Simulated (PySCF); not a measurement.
C3H3F3, SMILES F[C@H]1CC1(F)F. Atoms are numbered in the order given.

```xyz
9

F      1.6901    -0.0703    -0.8928
C      0.9574     0.2200     0.2105
C     -0.1002     1.3133     0.0835
C     -0.4848    -0.1177     0.1923
F     -0.9883    -0.7396    -0.8819
F     -1.0671    -0.5627     1.3202
H      1.5179     0.1268     1.1487
H     -0.2648     1.9779     0.9364
H     -0.1995     1.7556    -0.9126
```
Charge 0, spin multiplicity 1.

The structure is a stationary point at r2SCAN-D4/def2-SVP. The structure was generated by enumeration; whether it is a known compound was not checked.

All values below come from TDDFT-PBE/def2-SVPD in PySCF.

Vertical excitations. Gas-phase values at a fixed geometry.

Problem. Give excitation energies, oscillator strengths and character. (An estimate is asked for; the answer gives what the named calculation found.)

Solution. 
```json
[
 {"state": "S1", "energy (eV)": "6.78", "λ (nm)": "183", "f": "0.004", "main pairs": "HOMO→LUMO 98 %"},
 {"state": "S2", "energy (eV)": "7.42", "λ (nm)": "167", "f": "0.020", "main pairs": "HOMO→LUMO+1 98 %"},
 {"state": "S3", "energy (eV)": "7.56", "λ (nm)": "164", "f": "0.003", "main pairs": "HOMO−1→LUMO 98 %"},
 {"state": "S4", "energy (eV)": "7.99", "λ (nm)": "155", "f": "0.009", "main pairs": "HOMO→LUMO+3 98 %"},
 {"state": "S5", "energy (eV)": "8.01", "λ (nm)": "155", "f": "0.005", "main pairs": "HOMO→LUMO+2 97 %"},
 {"state": "S6", "energy (eV)": "8.26", "λ (nm)": "150", "f": "0.016", "main pairs": "HOMO−1→LUMO+1 98 %"},
 {"state": "S7", "energy (eV)": "8.48", "λ (nm)": "146", "f": "0.023", "main pairs": "HOMO→LUMO+4 95 %"},
 {"state": "S8", "energy (eV)": "8.83", "λ (nm)": "140", "f": "0.018", "main pairs": "HOMO−1→LUMO+3 92 %"},
 {"state": "S9", "energy (eV)": "8.88", "λ (nm)": "140", "f": "0.058", "main pairs": "HOMO−1→LUMO+2 89 %"},
 {"state": "S10", "energy (eV)": "9.23", "λ (nm)": "134", "f": "0.023", "main pairs": "HOMO→LUMO+5 51 %, HOMO−1→LUMO+4 27 %, HOMO→LUMO+6 17 %"},
 {"state": "T1", "energy (eV)": "6.39", "λ (nm)": "194", "f": "0", "main pairs": "HOMO→LUMO 99 %"},
 {"state": "T2", "energy (eV)": "7.24", "λ (nm)": "171", "f": "0", "main pairs": "HOMO−1→LUMO 67 %, HOMO→LUMO+1 32 %"},
 {"state": "T3", "energy (eV)": "7.26", "λ (nm)": "171", "f": "0", "main pairs": "HOMO→LUMO+1 67 %, HOMO−1→LUMO 32 %"},
 {"state": "T4", "energy (eV)": "7.74", "λ (nm)": "160", "f": "0", "main pairs": "HOMO→LUMO+2 98 %"}
]
```
Triplets are in the Tamm–Dancoff approximation, which puts them higher than full response would, so one can lie above its singlet here.
